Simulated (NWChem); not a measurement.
Species: C3H3BF2; SMILES FB(C=C=C)F

```xyz
9

C      0.2163     2.6839     0.0000
C     -0.3396     1.4947     0.0000
C     -0.8745     0.2818     0.0000
B      0.0044    -0.9955     0.0000
F     -0.5558    -2.2073     0.0000
F      1.3360    -0.9452     0.0000
H      0.4597     3.2006     0.9438
H      0.4597     3.2006    -0.9438
H     -1.9765     0.1862     0.0000
```
Atoms are numbered in this order, from 1.

All runs: NWChem. Medium grid unless said otherwise, to which SCAN and Minnesota functionals are sensitive. Structure relaxed at the PBE-D3(BJ)/def2-SVP level.

### Question
Order these by “orbital gap (eV)”, lowest first: PBE/def2-SVP; B3LYP/def2-SVP; r2SCAN/def2-SVP.

### Answer
PBE/def2-SVP (4.55), r2SCAN/def2-SVP (5.00), B3LYP/def2-SVP (6.28)
